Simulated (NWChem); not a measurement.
Molecule: CH₈OSi₂; SMILES [SiH2]([SiH2]O)C

```xyz
12

C      1.0232    -2.0083    -0.3181
Si    -0.4913    -1.0465     0.2986
Si    -0.4920     1.2195    -0.3473
O      0.7874     2.0927     0.3025
H      0.9968    -3.0446     0.0365
H      1.9524    -1.5513     0.0391
H      1.0576    -2.0259    -1.4129
H     -1.7417    -1.6813    -0.2188
H     -0.5564    -1.1249     1.7911
H     -0.3211     1.3461    -1.8191
H     -1.8112     1.8257     0.0172
H      0.8429     2.1044     1.2681
```
Atoms are numbered in this order, from 1.

All runs: NWChem. Pople sets run with spherical d functions. STO-3G and 3-21G are far too small for this property and stand as cheap habits. Structure relaxed at the B3LYP/6-31G* (spherical d) level. GIAO values for the isolated, static molecule; σ is the absolute isotropic shielding, δ = σ(reference) − σ with the isolated reference molecule computed at the same levels (13C: tetramethylsilane, 1H: tetramethylsilane, 29Si: tetramethylsilane).

| level | δ C1 (ppm) | δ Si2 (ppm) | δ H5 (rotor mean) (ppm) | δ H8 (ppm) | δ H9 (ppm) | δ H10 (ppm) | δ H11 (ppm) | relative time |
|---|---|---|---|---|---|---|---|---|
| B3LYP/6-31G* | -8.7 | -47.3 | 0.22 | 3.71 | 3.90 | 5.51 | 5.60 | 9 |
| PBE0/pcSseg-1 | -10.6 | -74.7 | 0.31 | 3.70 | 3.86 | 5.30 | 5.50 | 10 |
| KT2/pcSseg-1 | -10.5 | -76.7 | 0.31 | 3.78 | 3.91 | 5.45 | 5.75 | 10 |
| Hartree-Fock/STO-3G | -1.6 | -55.9 | -0.02 | 1.38 | 1.18 | 2.23 | 1.94 | 1 |
| BHandHLYP/pcSseg-1 | -10.1 | -69.7 | 0.31 | 3.51 | 3.67 | 4.98 | 5.12 | 20 |

Times are rough ratios from one shared machine.
